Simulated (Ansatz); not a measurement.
Ge(OH)2Me2 (C₂H₈GeO₂), relaxed as a singlet with RKS PBE-D4/def2-SVP in Ansatz, starting from the GFN2-xTB geometry. Force threshold 0.02 eV/Å.

Start:

```xyz
13

C     0.906   -1.570   -0.403
C    -0.864    1.298   -1.011
Ge   -0.012    0.052    0.272
O     1.081    1.089    1.196
O    -1.177   -0.581    1.442
H     1.571    0.667    1.898
H    -1.667    0.071    1.937
H     1.251   -2.171    0.433
H     1.757   -1.300   -1.020
H     0.221   -2.167   -0.993
H    -0.152    1.597   -1.771
H    -1.201    2.188   -0.488
H    -1.715    0.828   -1.494
```

```tsv
step	energy (eV)	largest force component (eV/Å)	SCF passes
1	-62790.7658	1.009	18
2	-62790.8898	0.508	19
3	-62790.9121	0.175	21
4	-62790.9176	0.104	19
5	-62790.9187	0.036	21
6	-62790.9190	0.005	22
```

Force components are those of the run's own axes.

End:

Cartesian coordinates in Å:
```
C 0.877 -1.519 -0.410
C -0.839 1.246 -0.995
Ge -0.009 0.062 0.317
O 1.130 1.144 1.211
O -1.207 -0.620 1.487
H 1.612 0.637 1.891
H -1.714 0.099 1.907
H 1.246 -2.164 0.411
H 1.731 -1.223 -1.049
H 0.160 -2.105 -1.017
H -0.092 1.544 -1.756
H -1.215 2.163 -0.500
H -1.681 0.735 -1.499
```

By distances, no bond broke or formed. The bond that changes most is Ge3–O4, from 1.77 to 1.81 Å (atoms count from 1).

No frequencies were taken in this run, so the end may be a saddle point.

Run time 7 s (4 threads of Arm Neoverse V1 on a shared host).
